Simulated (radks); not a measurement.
Valence configurations of the praseodymium ion Pr+ (all share [Xe]). Calculated with a radial shooting solver on a logarithmic mesh with Libxc functionals: Dirac Kohn-Sham, PBEsol, spin-unpolarised, spherical densities, finite nucleus; open shells are shared between the two j in proportion to 2j + 1; Fermi nuclear charge, rms radius 4.8919 fm. Energies are relative to 4f3 6s1; eigenvalues in eV.

[
 {"valence": "4f3 6s1", "E (eV)": "0.000", "e(4f5/2)": "-7.268", "e(4f7/2)": "-6.925", "e(5d3/2)": "-", "e(5d5/2)": "-", "e(6p1/2)": "-"},
 {"valence": "4f2.5 5d0.5 6s1", "E (eV)": "0.297", "e(4f5/2)": "-9.699", "e(4f7/2)": "-9.331", "e(5d3/2)": "-8.097", "e(5d5/2)": "-7.875", "e(6p1/2)": "-"},
 {"valence": "4f3.5 6s0.5", "E (eV)": "1.039", "e(4f5/2)": "-4.521", "e(4f7/2)": "-4.205", "e(5d3/2)": "-", "e(5d5/2)": "-", "e(6p1/2)": "-"},
 {"valence": "4f3 6s0.5 6p0.5", "E (eV)": "1.445", "e(4f5/2)": "-7.818", "e(4f7/2)": "-7.473", "e(5d3/2)": "-", "e(5d5/2)": "-", "e(6p1/2)": "-5.692"},
 {"valence": "4f2 5d1 6s1", "E (eV)": "1.578", "e(4f5/2)": "-12.472", "e(4f7/2)": "-12.079", "e(5d3/2)": "-8.748", "e(5d5/2)": "-8.502", "e(6p1/2)": "-"},
 {"valence": "4f2 6s2", "E (eV)": "1.785", "e(4f5/2)": "-14.755", "e(4f7/2)": "-14.360", "e(5d3/2)": "-", "e(5d5/2)": "-", "e(6p1/2)": "-"},
 {"valence": "4f2 5d2", "E (eV)": "1.855", "e(4f5/2)": "-10.375", "e(4f7/2)": "-9.985", "e(5d3/2)": "-7.333", "e(5d5/2)": "-7.110", "e(6p1/2)": "-"},
 {"valence": "4f4", "E (eV)": "2.875", "e(4f5/2)": "-2.878", "e(4f7/2)": "-2.589", "e(5d3/2)": "-", "e(5d5/2)": "-", "e(6p1/2)": "-"},
 {"valence": "4f3 6p1", "E (eV)": "2.881", "e(4f5/2)": "-8.360", "e(4f7/2)": "-8.015", "e(5d3/2)": "-", "e(5d5/2)": "-", "e(6p1/2)": "-5.981"},
 {"valence": "4f1 5d2 6s1", "E (eV)": "7.648", "e(4f5/2)": "-18.766", "e(4f7/2)": "-18.326", "e(5d3/2)": "-10.051", "e(5d5/2)": "-9.755", "e(6p1/2)": "-"}
]

NIST lists [Xe] 4f3 6s1 as the ground configuration; this level of theory agrees among the configurations tried. The energies are those of spherical spin-averaged densities, not of single terms.
